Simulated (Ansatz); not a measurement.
Reactions of `CCC[SiH2]O`.

Isolated molecules relaxed with PBE0-D4/def2-TZVP in Ansatz; ΔE leaves out vibrations. CBS: MP2 limit from def2 TZ/QZ plus the TZ coupled-cluster correction, frozen cores. This one scheme is used for every species, atoms too. No spin–orbit coupling; open shells (•) take unrestricted orbitals. Spin–orbit coupling would lower the free atoms: a little for C, O, Si. def2 core potentials past Kr. For Zr outer-core shells are correlated without core-valence functions, so the limit isn't a true one: a few kJ/mol of doubt a bond, and 10 to 20 or more in all where bonds break to atoms. One conformer a species, not always the lowest.

Problem. Order these by ΔE at CCSD(T)/CBS, lowest first. (Best estimate.)
A. `CCC[SiH2]O` + H₂ → `CC[SiH2]O` + CH₄
B. `CCC[SiH2]O` + `O[Si](O)(O)O` → `O[SiH2]O[Si](O)(O)O` + `CCC`
C. `CCC[SiH2]O` → 3 C• + 10 H• + O• + Si•
D. `CCC[SiH2]O` → `CCCO` + `[SiH2]`
E. `CCC[SiH2]O` + `CC[O][Zr]([OH])([OH])[O]CC` → `CC[O][Zr]([OH])([O]CC)[O]CC` + `C[SiH2]O`
F. `CCC[SiH2]O` → `CO[SiH](C)C`
G. `CCC[SiH2]O` + `NC=O` → `O=CN[SiH2]O` + `CCC`
H. `CCC[SiH2]O` + `CCC(C)=O` → `CCCC(C)=O` + `CC[SiH2]O`

Solution. B (-141.7 kJ/mol), G (-84.5 kJ/mol), A (-69.1 kJ/mol), F (-6.9 kJ/mol), H (+2.1 kJ/mol), E (+19.8 kJ/mol), D (+400.8 kJ/mol), C (+5671.2 kJ/mol).

Largest T1 diagnostic: 0.016, for `NC=O`.
